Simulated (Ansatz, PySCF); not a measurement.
System: CH$_{2}$BCl$_{2}$, net charge 0, doublet state. It need not be the lowest isomer of its formula. 
Structure (B3LYP-D3(BJ)/def2-TZVP (Ansatz, a first-principles code) minimum search):
```
B
C 1 1.5136
H 2 1.0833 1 122.06
H 2 1.0833 3 115.89 1 180.00
Cl 1 1.7625 2 120.61 3 0.00
Cl 1 1.7625 2 120.61 3 -180.00
```
Charge 0, spin multiplicity 2.

Total electronic energies in hartree. Valence correlation only, unless marked. UHF or UKS for open shells. Spin-orbit coupling is left out. No relativistic terms. Basis-set limits of correlation are two-point, X^-3; Hartree-Fock from the larger set.

| level | program | energy (Eh) |
|---|---|---|
| HF/cc-pV(Q+d)Z | Ansatz | -982.84840 |
| HF-D4/def2-TZVPD | PySCF + dftd4 | -982.84013 |
| PBE/def2-TZVPD | Ansatz | -984.17446 |
| PBE0/def2-TZVP | Ansatz | -984.25992 |
| TPSSh-D3(BJ)/def2-TZVPD | PySCF + dftd3 | -984.69236 |
| B2GP-PLYP-D3(BJ)/def2-TZVPD | Ansatz + dftd3 | -984.21962 |
| RPA@PBE/cc-pV(Q+d)Z | Ansatz | -983.94603 |
| MP2/cc-pV(Q+d)Z | Ansatz | -983.51452 |
| SCS-MP2/aug-cc-pV(T+d)Z | Ansatz | -983.45500 |
| CCSD/cc-pVTZ | Ansatz | -983.49404 |
| CCSD/cc-pV(Q+d)Z | Ansatz | -983.55774 |
| CCSD(T)/aug-cc-pV(D+d)Z | Ansatz | -983.36017 |
| CCSD(T)/aug-cc-pV(T+d)Z | Ansatz | -983.54054 |
| CCSD(T)/cc-pV(T+d)Z | Ansatz | -983.52674 |
| CCSD(T)/CBS(cc-pV(T+d)Z,cc-pV(Q+d)Z) | Ansatz | -983.6295 |

Totals of different functionals don't rank their quality; only differences between species are comparable.
